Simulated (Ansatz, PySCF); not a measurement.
The pair A = CH2O (SMILES C=O) (first 4 atoms), B = CH6Si (SMILES C[SiH3]); geometry from B3LYP-D3(BJ)/def2-TZVP.
(charge 0, multiplicity 1):
```xyz
12

C      0.17192     0.23390    -0.28016
O     -0.81602    -0.03472     0.34573
H      1.15053     0.38757     0.21129
H      0.15313     0.34126    -1.38119
C     -1.41403    -0.52141     3.72085
Si     0.37570    -0.05372     3.43322
H     -1.48766    -1.50303     4.19279
H     -1.94880    -0.55160     2.77167
H     -1.90456     0.20344     4.37330
H      1.11370    -0.00860     4.72219
H      0.49657     1.28411     2.80367
H      1.06378    -1.03762     2.56147
```

Rows in 6-31G* carry no dispersion term and start afresh at each structure (6-31G* with six Cartesian d functions).

Codes used: Ansatz (a first-principles code) with Gaussian orbitals; PySCF for 6-31G* rows. Each number belongs to the level named beside it.

Total energies (hartree), monomers frozen at their geometry in the pair:

```json
[
 {"structure": "AB", "HF/6-31G*": "-444.1398574", "HF/aug-cc-pV(D+d)Z": "-444.1873087", "PBE/def2-TZVPPD": "-445.4317004"},
 {"structure": "A in the pair's basis", "HF/6-31G*": "-113.8672560", "HF/aug-cc-pV(D+d)Z": "-113.8858532", "PBE/def2-TZVPPD": "-114.4209051"},
 {"structure": "B in the pair's basis", "HF/6-31G*": "-330.2722782", "HF/aug-cc-pV(D+d)Z": "-330.3010160", "PBE/def2-TZVPPD": "-331.0087015"},
 {"structure": "A", "HF/6-31G*": "-113.8655385", "HF/aug-cc-pV(D+d)Z": "-113.8855252", "PBE/def2-TZVPPD": "-114.4208535"},
 {"structure": "B", "HF/6-31G*": "-330.2720827", "HF/aug-cc-pV(D+d)Z": "-330.3007350", "PBE/def2-TZVPPD": "-331.0086541"}
]
```

### Question
Work out the interaction energy without and with the counterpoise correction, and the superposition error, for each level.

### Answer

E(AB) − E(A) − E(B), times 627.509 kcal/mol, with the monomers in their own basis and then in the pair's basis:
- HF/6-31G*: -1.40 uncorrected, -0.20 corrected; the monomers gain 1.20 kcal/mol from borrowed functions
- HF/aug-cc-pV(D+d)Z: -0.66 uncorrected, -0.28 corrected; the monomers gain 0.38 kcal/mol from borrowed functions
- PBE/def2-TZVPPD: -1.38 uncorrected, -1.31 corrected; the monomers gain 0.06 kcal/mol from borrowed functions
